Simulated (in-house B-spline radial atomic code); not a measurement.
Orbital energies and mean radii along the 58-electron series, configuration 1s2 2s2 2p6 3s2 3p6 3d10 4s2 4p6 4d10 4f5/2(6) 4f7/2(4) 5s2. The effective charge is n√(-2ε), a non-relativistic measure. Computed with a B-spline radial code for spherical atoms: Dirac-Hartree-Fock, jj configuration that fills j = l - 1/2 first, finite nuclei.

| ion | Z | energy of 4d3/2 (Eh) | mean radius of 4d3/2 (bohr) | energy of 4s1/2 (Eh) | mean radius of 4s1/2 (bohr) | effective charge of 4d3/2 |
| --- | --- | --- | --- | --- | --- | --- |
| Er10+ | 68 | -13.649 | 0.57055 | -23.706 | 0.50722 | 20.899 |
| Tm11+ | 69 | -15.118 | 0.55497 | -25.587 | 0.49582 | 21.995 |
| Yb12+ | 70 | -16.665 | 0.5401 | -27.559 | 0.48478 | 23.093 |
| Lu13+ | 71 | -18.285 | 0.52592 | -29.62 | 0.4741 | 24.19 |

Problem. How does the screening of 4d3/2 change?

Solution. Z less the effective charge goes from 47.10 at Z = 68 to 46.81 at Z = 71.
